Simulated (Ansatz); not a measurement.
Total energies of the cluster Hf₃O₄⁺ from Ansatz at r2SCAN-D4/def2-TZVP, gas phase (1 Eh = 27.2114 eV = 2625.5 kJ/mol). The reference geometry is relaxed at r2SCAN-D4/def2-SVP.

```xyz
7

Hf   -0.737    0.438    1.727
Hf    0.978   -1.200   -0.140
Hf   -0.387    0.849   -1.243
O    -1.353    1.633    0.286
O     0.477   -1.113    1.764
O     1.538    0.505   -0.964
O    -0.515   -1.113   -1.430
```

```json
{"state": "charge 1 doublet", "geometry": "reference", "energy (Eh)": "-445.16093"}
{"state": "charge 0 singlet", "geometry": "reference", "energy (Eh)": "-445.34966"}
{"state": "charge 1 quartet", "geometry": "relaxed at r2SCAN-D4/def2-SVP", "energy (Eh)": "-445.13586"}
```

In the def2 sets Hf takes a core potential; there is no spin–orbit coupling.

**Question.** Work out the vertical electron affinity, to the singlet.

**Answer.** E(charge 1 doublet) − E(charge 0 singlet) = -445.16093 − (-445.34966) = 0.18873 Eh = 5.14 eV.

**Question.** Which of the charge 1 states is lowest, and how far above it are the others?

**Answer.** The doublet. quartet: -445.13586 − (-445.16093) = 0.02507 Eh = 65.8 kJ/mol.

A triplet lies near this restricted singlet, and broken spin symmetry wasn't tried. At r2SCAN-D4/def2-TZVP the gap within one spin of the charge 1 quartet nearly closes, so an electron or hole may be smeared out by delocalisation error. 

The structure comes from a short search, and lower isomers may exist.
